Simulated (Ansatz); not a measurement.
Reaction (formal exchange of groups at the Si–Cl bond): `N#C[Si](Cl)(C#N)C#N` + `C#N` → `N#C[Si](C#N)(C#N)C#N` + HCl

Program: Ansatz. Geometries: PBE0-D4/def2-TZVP. ΔE: electronic, gas phase. CCSD(T)/CBS is the MP2 limit (def2-TZVPP, def2-QZVPP) plus CCSD(T) − MP2 in def2-TZVPP, frozen cores. This one scheme is used for every species. DFT in def2-TZVPP. B3LYP here is the variant with VWN-RPA as its local correlation; programs differ in this. HSE06 is defined as in plane-wave codes.

```tsv
level	ΔE (kJ/mol)	difference from CCSD(T)/CBS
LDA (SPW92)	78.3	0.2
PBE-D4	76.7	-1.4
revPBE-D4	76.2	-1.9
BLYP-D4	75.0	-3.1
r2SCAN-D4	80.7	2.6
B97M-V	78.7	0.6
PBE0-D4	80.1	2.0
B3LYP-D4	77.9	-0.2
r2SCANh-D4	81.8	3.7
r2SCAN0-D4	83.3	5.2
HSE06-D4	80.0	1.9
BHLYP-D4	82.2	4.1
CAM-B3LYP-D4	78.7	0.6
ωB97M-V	81.7	3.6
B2PLYP	76.9	-1.2
PBE-QIDH	80.7	2.6
revPBE	74.6	-3.5
BLYP	73.2	-4.9
r2SCAN	80.8	2.7
PBE0	79.6	1.5
B3LYP	76.5	-1.6
r2SCANh	81.9	3.8
r2SCAN0	83.4	5.3
HSE06	79.6	1.5
BHLYP	80.7	2.6
CAM-B3LYP	78.2	0.1
RPA@PBE/def2-TZVPP	69.7	-8.4
HF/def2-SVP	80.5	2.4
MP2/def2-SVP	76.2	-1.9
CCSD/def2-SVP	76.4	-1.7
CCSD(T)/def2-SVP	74.9	-3.2
HF/def2-TZVPP	83.7	5.6
MP2/def2-TZVPP	77.2	-0.9
CCSD/def2-TZVPP	75.9	-2.2
HF/def2-QZVPP	83.6	5.5
MP2/def2-QZVPP	79.0	0.9
SCS-MP2/def2-QZVPP	76.7	-1.4
HF/CBS(def2)	83.6	5.5
MP2/CBS(def2)	80.5	2.4
CCSD/CBS(def2)	79.2	1.1
CCSD(T)/CBS	78.1	0
```

Largest T1 diagnostic among the species: 0.015.

From BLYP to BHLYP (50 % exact exchange), in def2-TZVPP and without D4, ΔE moves by +7.5 kJ/mol. At CCSD(T), def2-SVP lies −3.2 kJ/mol from the extrapolated value and def2-TZVPP −3.3 kJ/mol. Leaving LDA and LC-ωPBE aside and taking each functional with its dispersion term where it has one, the values spread over 8.3 kJ/mol, from BLYP-D4 to r2SCAN0-D4.
